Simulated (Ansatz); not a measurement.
Geometry optimisation, RKS B3LYP/def2-SVP in Ansatz 0.2.0.

input.yaml

```yaml
crystal:
  periodic: [false, false, false]
  atoms:
    - { symbol: Al, position_ang: [-0.2719, -0.7414, 0.3237] }
    - { symbol: C, position_ang: [0.5452, 1.1747, -0.6255] }
    - { symbol: O, position_ang: [-1.2135, -1.494, -0.7751] }
    - { symbol: O, position_ang: [0.7841, -1.3825, 1.3923] }
    - { symbol: H, position_ang: [-0.4482, 1.0061, 0.3438] }
    - { symbol: F, position_ang: [-1.3099, 0.88, 1.1866] }
    - { symbol: H, position_ang: [-0.0328, 1.7072, -1.3772] }
    - { symbol: H, position_ang: [1.1673, 1.882, -0.083] }
    - { symbol: H, position_ang: [1.2393, 0.532, -1.1783] }
    - { symbol: H, position_ang: [-1.8012, -1.9769, -1.3333] }
    - { symbol: H, position_ang: [1.3415, -1.5874, 2.1259] }
basis:
  gaussian: { orbitals: def2-SVP }
hamiltonian:
  xc: b3lyp
relax:
  f_tol: 0.15
  max_steps: 25
  restrain:
    - { distance: [0, 5], at: 1.78, k: 30.0 }
    - { distance: [4, 1], at: 1.07, k: 30.0 }
    - { distance: [0, 1], at: 3.27, k: 30.0 }
    - { distance: [4, 5], at: 2.18, k: 30.0 }
```

Launched with:

```bash
$ ansatz run input.yaml --threads 2 --pin off --max-ram 3072MiB --backend cpu --events-out ev --progress --plain --runs-dir out
```

Problem. Where does it end, and by what steps?

Solution. The forces met the threshold. The restraints hold the end off the free minimum. After 9 steps the energy has fallen by 2.242 eV (the restraints' own energy left out); F6 moved furthest, 0.70 Å. Parted: Al1–C2, Al1–H5. Joined: C2–H5.

```
step  energy less start (eV)  largest force component (eV/Å)  accepted
   0                  0.0000                           2.405       yes
   1                 -0.3105                           3.657       yes
   2                 -0.8762                           4.181       yes
   3                 -1.3311                           3.302       yes
   4                 -1.8844                           1.568       yes
   5                 -2.0597                           1.234       yes
   6                 -2.1192                           1.525       yes
   7                 -2.1818                           1.377       yes
   8                 -2.2342                           1.260       yes
   9                 -2.2419                           1.228       yes
```

```xyz
11
Properties=species:S:1:pos:R:3
Al -0.607 -1.144 0.632
C 0.657 1.554 -0.713
O -1.227 -2.001 -0.682
O 0.814 -1.699 1.351
H -0.107 1.367 0.039
F -1.455 0.205 1.306
H 0.185 1.988 -1.606
H 1.399 2.257 -0.309
H 1.171 0.624 -1.005
H -2.010 -1.784 -1.189
H 1.180 -1.367 2.176
```

Whether the end is a true minimum wasn't checked by a vibrational analysis.

Run time: 32 s on 2 threads of Arm Neoverse V1 (shared host), peak memory 0.22 GiB.
